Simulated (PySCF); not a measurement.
**Simulated absorption spectrum**

C6H9F.
SMILES: `CC1=C(F)CCC1`

Method: TDDFT B3LYP/def2-SVPD, vertical, gas phase, core orbitals frozen in the response (PySCF 2.14.0, density-fitted response routines). Geometry: GFN2-xTB, one conformer, isolated molecule.

Broadening: Gaussians 0.25 eV wide at half height, area fixed by f = 4.319×10⁻⁹ ∫ε dν̃. The width is an assumption, not a result. The curve ends short of the highest state used, and states not computed would add to its high-energy end.

```tsv
E (eV)	ε (L mol⁻¹ cm⁻¹)
5.48	1
5.53	3
5.58	11
5.63	32
5.68	77
5.73	147
5.78	225
5.83	277
5.88	273
5.94	200
5.99	121
6.04	60
6.09	30
6.14	30
6.19	62
6.24	128
6.29	216
6.34	294
6.39	326
6.45	299
6.50	272
6.55	304
6.60	458
6.65	923
6.70	2279
6.75	5696
6.80	12463
6.85	22465
6.90	32717
6.96	38531
7.01	34840
7.06	25703
7.11	15999
7.16	9087
7.21	5295
7.26	3333
```

Q: Where are the band maxima, and which computed states make them?

A: 212 nm (5.85 eV), ε about 280, made up of S1 (100%); 194 nm (6.39 eV), ε about 330, made up of S2 (97%); 178 nm (6.96 eV), ε about 39000, made up of S4 (100%) (ε in L mol⁻¹ cm⁻¹; maxima over ε = 5, shares over 10%). The states used: S1 5.85 eV (f 0.0026); S2 6.38 eV (f 0.0029); S3 6.68 eV (f 0.0036); S4 6.96 eV (f 0.356); S5 7.21 eV (f 0.027); S6 7.56 eV (f 0.0075); S7 7.76 eV (f 0.019); S8 7.86 eV (f 0.0024).

Q: What would ε be at 6.96 eV, the highest of these maxima, with half the width (0.125 eV)?

A: About 76700 L mol⁻¹ cm⁻¹ against 38500, a factor of about 1.99; a lone state at its own centre would give exactly 2.

Q: On this curve, what absorbance would a 10⁻⁵ mol/L sample give at 222 nm over a 1 cm path?

A: 222 nm is 5.585 eV, where ε is about 12 L mol⁻¹ cm⁻¹, so A = ε c l ≈ 0.00012 (Beer–Lambert, with the gas-phase spectrum and the assumed width).

Q: Coming from long wavelengths, where does ε first pass 100 L mol⁻¹ cm⁻¹?

A: At about 218 nm (5.70 eV), 0.15 eV below S1.
